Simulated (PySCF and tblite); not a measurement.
The numbers below are computed, except where a source is named.
Stationary points of C$_{7}$H$_{7}$NS at GFN2-xTB, in Å:

Structure A

```
 1 C    -2.001   -1.724    0.378
 2 C    -0.865   -1.129    0.035
 3 C    -0.639    0.302    0.028
 4 C    -1.558    1.316    0.404
 5 N    -1.134    2.544    0.322
 6 S     0.407    2.604   -0.213
 7 C     0.552    0.889   -0.355
 8 C     1.778    0.252   -0.826
 9 C     2.773   -0.097   -0.029
10 H    -2.871   -1.171    0.686
11 H    -2.098   -2.796    0.360
12 H    -0.011   -1.722   -0.269
13 H    -2.563    1.148    0.748
14 H     1.835    0.078   -1.895
15 H     3.665   -0.566   -0.408
16 H     2.731    0.073    1.034
```

Structure B

```
 1 C    -1.686   -1.685    0.746
 2 C    -0.758   -1.066    0.027
 3 C    -0.603    0.374   -0.048
 4 C    -1.648    1.313    0.134
 5 N    -1.350    2.568   -0.053
 6 S     0.215    2.745   -0.469
 7 C     0.559    1.047   -0.399
 8 C     1.894    0.566   -0.649
 9 C     2.420   -0.539   -0.128
10 H    -2.381   -1.148    1.369
11 H    -1.771   -2.758    0.748
12 H    -0.058   -1.637   -0.569
13 H    -2.662    1.062    0.393
14 H     2.496    1.202   -1.286
15 H     3.428   -0.836   -0.358
16 H     1.876   -1.165    0.558
```

Structure C

```
 1 C    -2.319   -1.662    0.055
 2 C    -1.074   -1.214   -0.066
 3 C    -0.656    0.155    0.143
 4 C    -1.504    1.231    0.508
 5 N    -0.943    2.398    0.651
 6 S     0.659    2.325    0.365
 7 C     0.648    0.626    0.018
 8 C     1.843   -0.089   -0.331
 9 C     3.050    0.462   -0.420
10 H    -3.141   -1.024    0.327
11 H    -2.558   -2.697   -0.116
12 H    -0.290   -1.906   -0.342
13 H    -2.564    1.159    0.673
14 H     1.717   -1.146   -0.528
15 H     3.916   -0.118   -0.686
16 H     3.207    1.510   -0.230
```

The path came from a restrained scan, a climbing-image band and a saddle search at GFN2-xTB; energies are PBE0/pcSseg-1 + D3(BJ)//GFN2-xTB, thermal terms GFN2-xTB.

**Question.** Which structure is a saddle point, and along which motion?

**Answer.** A: one imaginary mode (102i cm⁻¹ at GFN2-xTB, mostly on C9, H16, H14), along the rotation about the C7–C8 bond (torsion C3–C7–C8–C9 from -180° to -27°, rising).

**Question.** Give their symmetry and energies above the lowest.

**Answer.** A C1, 2.8 kcal/mol; B C1, 0.8 kcal/mol; C Cs, 0.0 kcal/mol.
